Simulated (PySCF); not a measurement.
# Solvent effects on NMR parameters

Geometry:
```json
{"atom": "F1", "x (Å)": "2.553", "y (Å)": "-0.695", "z (Å)": "1.057"}
{"atom": "Si2", "x (Å)": "2.274", "y (Å)": "0.330", "z (Å)": "-0.180"}
{"atom": "C3", "x (Å)": "0.431", "y (Å)": "0.385", "z (Å)": "-0.430"}
{"atom": "C4", "x (Å)": "-0.404", "y (Å)": "-0.331", "z (Å)": "0.344"}
{"atom": "Si5", "x (Å)": "-2.270", "y (Å)": "-0.330", "z (Å)": "0.162"}
{"atom": "H6", "x (Å)": "2.984", "y (Å)": "-0.193", "z (Å)": "-1.382"}
{"atom": "H7", "x (Å)": "2.825", "y (Å)": "1.665", "z (Å)": "0.188"}
{"atom": "H8", "x (Å)": "0.017", "y (Å)": "1.018", "z (Å)": "-1.229"}
{"atom": "H9", "x (Å)": "0.042", "y (Å)": "-0.952", "z (Å)": "1.135"}
{"atom": "H10", "x (Å)": "-2.635", "y (Å)": "0.535", "z (Å)": "-1.002"}
{"atom": "H11", "x (Å)": "-2.780", "y (Å)": "-1.717", "z (Å)": "-0.064"}
{"atom": "H12", "x (Å)": "-2.920", "y (Å)": "0.201", "z (Å)": "1.400"}
```

GIAO PBE0/pcSseg-1 in PySCF 2.14 on one PBE0-D3(BJ)/def2-SVP conformer, non-relativistic, equivalent nuclei averaged. Solvents enter as an IEF-PCM continuum (tetrahydrofuran with ε = 7.4, methanol with ε = 32.6) around the gas-phase geometry. Shifts are referred to CFCl3, TMS computed in the same medium.

Gas phase, δ in ppm: F1 -229.8, Si2 -10.3, Si5 -63.7, C4 157.0, C3 156.4, H9 7.37, H8 6.90, H6/H7 5.24, H10/H11/H12 4.26. Dipole moment 1.40 D.

(1) How does each δ change in the continuum?

(2) Which nuclei move most (in ppm), and what does the model miss?

## Answers

(1) 
```
      atoms                           environment  Δδ, tetrahydrofuran  Δδ, methanol
         F1                 fluorine bonded to Si                 +0.5          +0.7
        Si2           silicon bonded to C, F, 2 H                 +1.6          +1.9
        Si5              silicon bonded to C, 3 H                 -0.5          -0.7
         C4                             alkene CH                 +0.4          +0.4
         C3                             alkene CH                 +2.0          +2.5
         H9              hydrogen on an alkene CH                -0.02         -0.03
         H8              hydrogen on an alkene CH                +0.20         +0.25
      H6/H7  hydrogen on a silicon bonded to C, F                +0.01         +0.02
H10/H11/H12     hydrogen on a silicon bonded to C                -0.05         -0.05
```

Changes are relative to the gas phase. The dipole moment becomes 1.69 D in tetrahydrofuran, 1.75 D in methanol.

(2) C3 (alkene CH, +2.5 ppm) in methanol. A continuum only polarises the solute; specific hydrogen bonds, the anisotropy of aromatic solvents and changes of geometry or conformer are outside it.
